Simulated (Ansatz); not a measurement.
Frontier orbitals of C3H5ClFIn, SMILES `C=C[CH2][In]([F])[Cl]`.

Charge 0, multiplicity 1. Correlated methods include outer-core shells of In, which these sets cover unevenly. In takes the def2 core potential. The structure was optimised at the PBE0-D4/def2-TZVP level. It is one conformer, not always the lowest. Basis def2-TZVPP, Ansatz.

Problem. Compute the vertical ionisation energy as the energy of the cation minus that of the neutral molecule, at each level. (Estimate.)

Solution. Ansatz gave: 
```csv
level,IE (eV),difference from CCSD(T)/def2-TZVPP
PBE-D4/def2-TZVPP,9.70,-0.74
r2SCAN-D4/def2-TZVPP,9.83,-0.61
PBE0-D4/def2-TZVPP,10.11,-0.33
B3LYP-D4/def2-TZVPP,10.08,-0.36
ωB97X-V/def2-TZVPP,10.25,-0.20
ωB97M-V/def2-TZVPP,10.24,-0.20
B2PLYP/def2-TZVPP,10.29,-0.15
HF/def2-TZVPP,8.86,-1.59
MP2/def2-TZVPP,10.57,0.12
CCSD/def2-TZVPP,10.31,-0.13
CCSD(T)/def2-TZVPP,10.44,0.00
HF/def2-QZVPP,8.85,-1.59
MP2/def2-QZVPP,10.64,0.19
```

B3LYP here is the variant with VWN-RPA as its local correlation; programs differ in this.
